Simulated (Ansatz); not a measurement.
Reactions of `FB(F)c1ccccc1`.

Isolated molecules relaxed with PBE0-D4/def2-TZVP in Ansatz; ΔE leaves out vibrations. CBS: MP2 limit from def2 TZ/QZ plus the TZ coupled-cluster correction, frozen cores. This one scheme is used for every species. def2 core potentials past Kr. For Ge, Se, Sn outer-core shells are correlated without core-valence functions, which leaves a few kJ/mol of doubt a bond. Scalar relativity is left out up to krypton. Each species was taken in one conformer, which may not be the lowest.

(1) Order these by ΔE at CCSD(T)/CBS, lowest first. (Estimate.)
A. `FB(F)c1ccccc1` + H₂Se → `FB(F)[SeH]` + `c1ccccc1`
B. `FB(F)c1ccccc1` + `C[SiH2][NH][GeH3]` → `C[SiH2][N]([GeH3])c1ccccc1` + `FBF`
C. `FB(F)c1ccccc1` + `[SnH4]` → `F[B](F)[SnH3]` + `c1ccccc1`
D. `FB(F)c1ccccc1` + `C#C` → `C#CB(F)F` + `c1ccccc1`
E. `FB(F)c1ccccc1` + CH₃NH₂ → `CNB(F)F` + `c1ccccc1`

Largest T1 diagnostic: 0.014, for `F[B](F)[SnH3]`.

Answers

(1) E (-94.5 kJ/mol), A (-26.9 kJ/mol), D (-13.6 kJ/mol), C (+35.2 kJ/mol), B (+66.5 kJ/mol).
